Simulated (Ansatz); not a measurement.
The cluster Cd₂F₂⁺ (the lowest doublet isomer of a short search). Total charge 1; doublet. Geometry r2SCAN-D4/def2-TZVP, basis def2-TZVP, Ansatz.

```
atom   x (Å)   y (Å)   z (Å)
 Cd1  -0.054  -1.031   0.306
 Cd2   0.162   2.988  -0.892
  F3   0.058   0.886  -0.282
  F4  -0.165  -2.843   0.869
```

| run | HOMO (eV) | LUMO (eV) |
| --- | --- | --- |
| A | -12.16 | -9.36 |
| B | -11.43 | -10.59 |
| C | -12.12 | -9.97 |
| D | -14.06 | -7.61 |
| E | -11.18 | -10.35 |
| F | -11.70 | -10.03 |

In the def2 sets Cd takes a core potential; there is no spin–orbit coupling. B3LYP takes the VWN-RPA correlation. The structure comes from a short search, and lower isomers may exist.

HOMO and LUMO are taken over both spins.

Q: The runs used B3LYP, B97M-V, PBE, PBE0, r2SCAN, ωB97M-V. Estimate which is which.

A: A PBE0 (25 % exact exchange); B PBE (0 % exact exchange); C B3LYP (20 % exact exchange); D ωB97M-V (range-separated); E B97M-V (0 % exact exchange); F r2SCAN (0 % exact exchange). Exact exchange lowers occupied and raises empty levels; among semilocal functionals meta-GGAs tend to open the gap a little, and such runs are hard to tell apart. The gap grows from 0.83 eV (B97M-V) to 6.45 eV (ωB97M-V).
